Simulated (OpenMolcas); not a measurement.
Cd: terms and fine structure

```json
{
 "Program": "OpenMolcas",
 "Method": "SS-CASPT2, IPEA 0.25 Eh, imaginary shift 0.1 Eh (closed shells correlated: 4d)",
 "Basis": "ANO-RCC-VQZP [8s7p5d3f2g1h]",
 "Scalar Hamiltonian": "DKH2, point nucleus",
 "Active space": "2 electrons in 8 orbitals (5s 5p 6s 6p)",
 "State averaging": "2S+1 = 3 even, 3 roots; 2S+1 = 1 even, 1 root; 2S+1 = 3 odd, 3 roots; 2S+1 = 1 odd, 3 roots",
 "Spin-orbit coupling": "RASSI with atomic mean-field integrals over the reference wave functions, term energies averaged over their components"
}
```

With spin-orbit coupling, above the lowest level:

```json
{"Configuration": "5s²", "Term": "¹S", "J": "0", "E (cm⁻¹)": "0.0", "Measured (cm⁻¹)": "0.0", "g": "", "Term weight %": "100"}
{"Configuration": "5s 5p", "Term": "³P°", "J": "0", "E (cm⁻¹)": "29514", "Measured (cm⁻¹)": "30114", "g": "", "Term weight %": "100"}
{"Configuration": "5s 5p", "Term": "³P°", "J": "1", "E (cm⁻¹)": "29965", "Measured (cm⁻¹)": "30656", "g": "1.501", "Term weight %": "100"}
{"Configuration": "5s 5p", "Term": "³P°", "J": "2", "E (cm⁻¹)": "30901", "Measured (cm⁻¹)": "31827", "g": "1.501", "Term weight %": "100"}
{"Configuration": "5s 5p", "Term": "¹P°", "J": "1", "E (cm⁻¹)": "44097", "Measured (cm⁻¹)": "43692", "g": "1.000", "Term weight %": "100"}
```

Against the 4 measured excited levels shown (NIST Handbook of Basic Atomic Spectroscopic Data) the mean absolute deviation is 660 cm-1; the largest miss in energy is 5s 5p ³P°₂: computed 30901, measured 31827 cm⁻¹ (-2.9 %).

Spin-orbit coupling puts the lowest level 2.0 cm⁻¹ below the lowest spin-free term.

Active for correlation alone: 6p 6s; no level in the range computed is led by a configuration that fills them, so any true level of that kind is missing. Measured partners are found by configuration, term and J. A level has none where our copy of the source lacks it or the pairing is in doubt (some pairs that miss far off the trend of their configuration count as doubtful), and it then counts in no deviation. Levels of configurations outside the active space are missing. The first state left out of the spin-orbit step lies near 74000 cm-1 above the lowest spin-free state of the reference (among the parities and spins computed), and the list stops at four fifths of that energy or lower.

The term weight is that of the spin-free term in the level, not the purity of its configuration. ° marks odd parity.
